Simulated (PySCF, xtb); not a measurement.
C2H8Si, SMILES CC[SiH3].

Harmonic wavenumbers (cm⁻¹) from GFN2-xTB (xtb) at its own minimum, in rising order: 119, 225, 259, 509, 543, 706, 740, 787, 792, 793, 980, 1021, 1078, 1244, 1293, 1420, 1488, 1512, 1515, 2251, 2255, 2259, 2961, 2978, 3007, 3024, 3032.

### Question
What does PySCF with PBE0-D3(BJ)/def2-SVP give at its own minimum? (The exact figures need the calculation; the answer reports its results.)

### Answer
148, 221, 231, 509, 600, 698, 764, 925, 944, 948, 985, 988, 1067, 1249, 1257, 1395, 1430, 1473, 1477, 2219, 2220, 2226, 3049, 3058, 3110, 3139, 3143. Paired by order, the mean absolute difference is 53 cm⁻¹ and the zero-point energies are 55.5 and 56.4 kcal/mol.
